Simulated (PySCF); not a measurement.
CClF₂, SMILES F[C](F)Cl (connectivity only; charge and spin as stated), charge +1, multiplicity 1.

Geometry: PBE0-D3(BJ)/def2-TZVP. The spin state was assumed, not searched. The isomer is the one that the SMILES or the coordinates give; other isomers of the formula were not compared.

These are PySCF with TDA-CAM-B3LYP/def2-SVPD values and carry that method's errors.

Vertical excitations. Gas-phase values at a fixed geometry. State labels are in the subgroup C2v.

Computed excitation energies, oscillator strengths and character:
```csv
state,symmetry,energy (eV),λ (nm),f,main pairs
S1,A2,5.51,225,0.000,HOMO→LUMO 100 %
S2,A1,7.59,163,0.212,HOMO−1→LUMO 91 %
S3,B1,8.63,144,0.004,HOMO−2→LUMO 98 %
S4,A2,8.71,142,0.000,HOMO−3→LUMO 100 %
S5,B2,9.45,131,0.002,HOMO→LUMO+1 91 %
S6,B1,9.90,125,0.000,HOMO−1→LUMO+1 94 %
S7,B2,10.68,116,0.095,HOMO−4→LUMO 89 %
S8,B2,11.34,109,0.075,HOMO→LUMO+2 89 %
S9,B1,11.93,104,0.062,HOMO−1→LUMO+2 85 %
S10,B1,12.37,100,0.022,HOMO−5→LUMO 85 %
T1,A2,5.23,237,0,HOMO→LUMO 100 %
T2,A1,5.34,232,0,HOMO−1→LUMO 99 %
T3,B1,8.03,154,0,HOMO−2→LUMO 94 %
T4,B2,8.23,151,0,HOMO→LUMO+1 89 %
```
Triplets are in the Tamm–Dancoff approximation.
